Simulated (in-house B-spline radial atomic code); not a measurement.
Results of a calculation; reference values are marked as such.
# Correlation energy from the adiabatic connection: −Z exp(−kr)/r, Z = 4.59, k = 0.763

Two electrons in a singlet, external potential −Z exp(−kr)/r, Z = 4.59, k = 0.763 (atomic units). Full CI in B-splines (partial waves to l = 8, correlation up to 0.6 % small) with the density held fixed gives W(λ) = <V_ee>_λ − U, and E_c is the integral of W(λ) − W(0) from 0 to 1.

```tsv
λ	W(λ) − W(0) (hartree)
0	0.00000
0.02	-0.00189
0.05	-0.00470
0.12	-0.01122
0.25	-0.02310
0.4	-0.03649
0.6	-0.05380
0.8	-0.07054
1	-0.08672
```

Task: Integrate the table by the trapezoid rule.

Result: The strips give -0.00002, -0.00010, -0.00056, -0.00223, -0.00447, -0.00903, -0.01243, -0.01573, which sum to -0.04456 hartree. The direct value, W(1) − W(0) + T_c with T_c = 0.04212, is -0.04460; the curve is convex, so chords lie above it and the trapezoids fall short in size by 0.08 %.

Task: Now use only three numbers: W(0) = -2.5745, the initial slope W'(0) = -0.0945 (extrapolated from the first points) and the strong-coupling limit of the point-charge-plus-continuum model, W∞ = -3.6641. What do second-order theory and the interpolation W(λ) = W∞ + (W(0) − W∞)/√(1 + 2χλ) of Seidl, Perdew and Levy give?

Result: Second order keeps the slope alone: E_c = W'(0)/2 = -0.04725, +6 % in size against -0.04460. Matching the slope fixes χ = W'(0)/(W∞ − W(0)) = -0.0945/(-1.08960) = 0.08673. Integrating, with s = √(1 + 2χ) = 1.083263, E_c = −(W(0) − W∞)(s − 1)/(s + 1) = −1.08960 × 0.083263/2.083263 = -0.04355 hartree, -2.4 % in size against the full result. At λ = 1 the formula gives W − W(0) = -0.08375 against -0.08672. Part of the miss can come from the model's W∞.
